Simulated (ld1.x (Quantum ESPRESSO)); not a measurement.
What the settings do to the PAW potential of aluminium (Al)

Base potential:

```
Element                 : aluminium
Generator               : ld1.x (Quantum ESPRESSO) 7.5
Type                    : PAW
Functional              : BLYP
Relativity              : non-relativistic
Frozen core             : [Ne]
Valence charge          : 3
Reference configuration : 3s1.5 3p0 (charge +1.5)
Partial waves           : 3s (bound): rcut 1.65, rcutus 2.05 bohr; 3s channel at 0.8 Ry: rcut 1.65, rcutus 2.05 bohr; 3p (bound, empty): rcut 1.45, rcutus 1.85 bohr; 3p channel at 1.45 Ry: rcut 1.45, rcutus 1.85 bohr; 3d channel at -0.2 Ry: rcut 1.45, rcutus 1.75 bohr
Local potential         : all-electron potential smoothed inside 1.55 bohr (lloc = -2)
Core correction         : a·sin(br)/r model core inside 1.80 bohr
Augmentation charge     : PSQ, inside the norm-conserving radii
```

Cutoffs, loose and tight: the cutoffs (Ry, on a coarse ladder) from which the occupation-weighted sum of valence levels, in a spherical-Bessel basis at the reference potential, stays within 10 and 1 mRy of its value at 400 Ry. They do not see the model core or the augmentation charge, which bear on the density cutoff. Test errors are all-electron minus pseudo excitation energies from the reference, over the configurations 3s2 3p1; 3s2 3p0; 3s1 3p0; 3s1 3p1; 3s2 3p1.3; 3s0 3p3; 3s1 3p2. A dash means not determined; rows that change the core or the reference have their own tests.

| change | outcome | cutoff, loose | cutoff, tight | bound ghosts | largest test error (meV) |
| --- | --- | --- | --- | --- | --- |
| base | generated | 6 Ry | 8 Ry | none | -3.9 |
| waves 3p (bound): rcut 1.45, rcutus 2.40 bohr; 3p channel at 1.45 Ry: rcut 1.45, rcutus 2.40 bohr | generated | 6 Ry | 8 Ry | none | -4.3 |
| local potential all-electron potential smoothed inside 1.22 bohr (lloc = -2) | generated | 6 Ry | 8 Ry | none | -3.8 |
| functional Wu–Cohen; added wave 3d channel at 1.3 Ry: rcut 1.45, rcutus 1.75 bohr | generated | 6 Ry | 8 Ry | none | -5.6 |
| reference 3s1.5 3p1.5; added wave 3d channel at 2.6 Ry: rcut 1.45, rcutus 1.75 bohr | generated | 6 Ry | 10 Ry | none | -14 |
| wave 3d channel at -0.2 Ry: rcut 1.45, rcutus 1.75 bohr becomes 3d channel at -0.2 Ry: rcut 1.45, rcutus 2.34 bohr | generated | 6 Ry | 8 Ry | none | -3.9 |
| core correction a·sin(br)/r model core inside 1.68 bohr | generated | 6 Ry | 8 Ry | none | -4.4 |
| scalar-relativistic; added wave 3d channel at 1.3 Ry: rcut 1.45, rcutus 1.75 bohr | generated | 6 Ry | 8 Ry | none | -4.2 |
| wave 3d channel at -0.2 Ry: rcut 1.45, rcutus 1.75 bohr becomes 3d channel at 3.97 Ry: rcut 1.45, rcutus 1.75 bohr | generated | 6 Ry | 8 Ry | none | -3.9 |
| local potential all-electron potential smoothed inside 1.30 bohr (lloc = -1) | generated | 6 Ry | 8 Ry | none | -3.9 |
| waves 3s (bound): rcut 1.65, rcutus 3.06 bohr; 3s channel at 0.8 Ry: rcut 1.65, rcutus 3.06 bohr | generated | 6 Ry | 6 Ry | none | -4.1 |
| type TM; waves now 3s (bound): rc 2.05 bohr; 3p (bound): rc 1.85 bohr; 3d channel at -0.2 Ry: rc 1.75 bohr; local potential the d channel | generated | 10 Ry | 30 Ry | none | +45 |
